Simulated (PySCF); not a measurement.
C2H2N, SMILES [CH2-]C#N, charge -1. Atoms are numbered in the order given.

```xyz
5

C     -1.2016     0.0882     0.0000
C      0.1803    -0.0014     0.0000
N      1.3624    -0.0117     0.0000
H     -1.7044    -0.2195    -0.9151
H     -1.7044    -0.2195     0.9151
```
Charge -1, spin multiplicity 1.

Geometry: r2SCAN-D4/def2-TZVPD.

Two levels are set side by side: PBE/pcJ-1 (PySCF) and PBE0/pcJ-1 (PySCF). One-bond couplings, all four terms, same geometry. Isotopes: 13C, 14N, 1H. Differences are taken from unrounded values.

| quantity | PBE0 | PBE | PBE minus PBE0 |
|---|---|---|---|
| ¹J(C1,C2) (Hz) | 80.8 | 77.1 | -3.7 |
| ¹J(C2,N3) (Hz) | 11.6 | 8.1 | -3.5 |
| ¹J(C1,H4) (Hz) | 143.4 | 139.9 | -3.6 |
| ¹J(C1,H5) (Hz) | 143.4 | 139.9 | -3.6 |

Rough cost on one machine, each run with all the roots and properties that it gave: PBE0 against PBE within a factor of 2.
